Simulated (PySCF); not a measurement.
# `C(=C)CC(=O)OC=O`, C$_{5}$H$_{6}$O$_{3}$

Geometry:
```csv
atom,x (Å),y (Å),z (Å)
C1,-2.689,-0.466,-0.543
C2,-1.746,0.251,0.038
C3,-0.421,-0.303,0.461
C4,0.725,0.482,-0.125
O5,0.690,1.566,-0.605
O6,1.886,-0.278,0.004
C7,3.090,0.127,-0.456
O8,3.358,1.124,-1.035
H9,-3.629,-0.034,-0.837
H10,-2.562,-1.517,-0.745
H11,-1.882,1.305,0.229
H12,-0.315,-1.353,0.181
H13,-0.317,-0.237,1.549
H14,3.810,-0.668,-0.193
```

The calculation used GIAO B3LYP/pcSseg-1 magnetisability, rotational g tensor and spin-rotation constants, non-relativistic, gas phase (PySCF). Geometry: GFN2-xTB.

Q: Give the nuclear spin-rotation constants along the inertial axes (H = +C I·J) beside the isotropic shieldings.

A: Rotational constants 6.7678, 0.9993, 0.9193 GHz. A star marks the isotopologue with that one atom substituted, in its own axes.
```csv
atom,isotope,Caa (kHz),Cbb (kHz),Ccc (kHz),mean (kHz),σ (ppm)
H9,1H,0.059,-0.029,-0.100,-0.023,26.4
H10,1H,-0.695,0.026,-0.050,-0.240,26.5
H11,1H,-0.660,0.041,-0.050,-0.223,25.4
H12,1H,-0.717,-0.008,-0.062,-0.262,28.9
H13,1H,-0.704,-0.097,0.024,-0.259,28.4
H14,1H,-0.205,0.019,-0.074,-0.087,23.7
C1,13C*,2.033,0.392,0.213,0.879,57.4
C2,13C*,2.268,0.419,0.227,0.971,42.0
C3,13C*,1.112,0.193,0.194,0.500,136.9
C4,13C*,3.673,0.306,0.275,1.418,9.1
O5,17O*,-3.759,-0.723,-0.081,-1.521,-160.5
O6,17O*,-1.686,-0.490,-0.187,-0.788,12.7
C7,13C*,3.443,0.287,0.257,1.329,23.3
O8,17O*,-4.604,-0.593,-0.092,-1.763,-164.1
```
For the geometry as given, no vibrational averaging.

Q: How do the rotational constants and the g tensor change when H9, H10, H11, H12, H13, H14 are replaced by deuterium?

A: Constants 5.7611, 0.9065, 0.8357 GHz; g -0.0802, -0.0151, -0.0090, against -0.0933, -0.0165, -0.0098 before.
